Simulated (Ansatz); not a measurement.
Pd4, relaxed as a singlet with RKS r2SCAN-D4/def2-SVP in Ansatz, starting from the GFN1-xTB geometry. Force threshold 0.02 eV/Å.

In the def2 sets Pd takes a core potential; there is no spin–orbit coupling. An occupied level of the charge 0 singlet lies above an empty one (by up to 0.09 eV), so this SCF solution is probably not the lowest. The relaxation made no stability test and no search for a lower SCF solution. No other spin state of charge 0 was run. The structure comes from a short search, and lower isomers may exist.

Start:

```
atom   x (Å)   y (Å)   z (Å)
 Pd1   1.421   2.079   1.500
 Pd2  -0.033   0.851  -0.492
 Pd3  -1.854  -1.137   0.141
 Pd4   0.466  -1.794  -1.149
```

| step | energy (eV) | largest force component (eV/Å) | SCF passes |
| --- | --- | --- | --- |
| 1 | -13922.3811 | 2.084 | 154 |
| 2 | -13923.2075 | 0.681 | 49 |
| 3 | -13923.3181 | 0.323 | 44 |
| 4 | -13923.3922 | 0.300 | 53 |
| 5 | -13923.5026 | 0.394 | 73 |
| 6 | -13923.7130 | 0.517 | 65 |
| 7 | -13923.9962 | 0.689 | 44 |
| 8 | -13924.2876 | 0.502 | 45 |
| 9 | -13924.5049 | 0.542 | 49 |
| 10 (rejected) | -13924.4317 | 1.339 | 46 |
| 11 | -13924.5758 | 0.084 | 44 |
| 12 | -13924.5790 | 0.020 | 32 |

Force components are those of the run's own axes.

End:

```xyz
4

Pd    0.937    0.707    1.064
Pd   -0.375    1.131   -1.048
Pd   -1.387   -0.584    0.497
Pd    0.825   -1.255   -0.513
```

Bonds formed: Pd1–Pd3, Pd1–Pd4 (atoms count from 1). The end is the same structure that another start reached, the lowest one found.

No frequencies were taken in this run, so the end may be a saddle point.

Hardware: 4 threads of Arm Neoverse V1 on a shared host. Wall time 80 s.
